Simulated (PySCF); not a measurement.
HOZn, doublet, geometry from GFN2-xTB (such geometries of metal compounds can be far from the true shape) (the spin is typed, not shown lowest).

PySCF was given this input:
```python
from pyscf import gto, scf, dft

mol = gto.M(
    atom='''
Zn   -0.28958372   -0.17587211   -0.27250456
O     0.94444494    0.48302783    0.89466334
H     1.13195202    1.41194083    1.01783020
''',
    basis='def2-svp',
    spin=1,
    verbose=3,
)

mf = dft.UKS(mol)
mf.xc = 'm06l'
mf.kernel()
```

### Question
What does this run give for the Mulliken (on the basis functions themselves) charges in atom order, number of basis functions, <S^2>, nuclear repulsion energy?

### Answer

```
Quantity                                                                                  Value
------------------------------------------------------------------  ---------------------------
Mulliken (on the basis functions themselves) charges in atom order  Zn1 0.40, O2 -0.58, H3 0.18
number of basis functions                                                                    50
<S^2>                                                                                     0.752
nuclear repulsion energy                                                             80.5117 Eh
```

These values belong to the state on which the SCF converged, which isn't shown to be the lowest.
